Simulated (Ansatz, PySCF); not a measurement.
The PySCF input:
```python
from pyscf import gto, scf, dft

mol = gto.Mole()
mol.atom = '''
    Sb   -0.00000000   -0.00000000    0.00000000
    Cl    1.84740184   -0.63968342   -1.20239968
    Cl    0.62122222    0.48888872    2.15474458
    Cl   -0.93603228    1.85924544   -0.96690403
    Cl   -1.53259177   -1.70845074    0.01455913
'''
mol.basis = 'sto-3g'
mol.charge = 1
mol.verbose = 4
mol.build()

mf = dft.RKS(mol)
mf.xc = 'bhandhlyp'
mf.grids.atom_grid = (99, 590)
mf.grids.prune = None
mf.kernel()
```

### Question
Write the same job for Ansatz (a quantum-chemistry and plane-wave program).

### Answer
Several could match; the one computed here: 
Ansatz 0.2 input:
```yaml
crystal:
  periodic: [false, false, false]
  atoms:
    - {symbol: Sb, position_ang: [-0.00000000, -0.00000000, 0.00000000]}
    - {symbol: Cl, position_ang: [1.84740184, -0.63968342, -1.20239968]}
    - {symbol: Cl, position_ang: [0.62122222, 0.48888872, 2.15474458]}
    - {symbol: Cl, position_ang: [-0.93603228, 1.85924544, -0.96690403]}
    - {symbol: Cl, position_ang: [-1.53259177, -1.70845074, 0.01455913]}
basis:
  gaussian:
    orbitals: STO-3G
hamiltonian:
  xc: {name: BHLYP}
total_charge: 1
accuracy: high
```

Both were run: PySCF gave -8074.325158 Eh and Ansatz -8074.325158 Eh, 0.000 mEh apart.
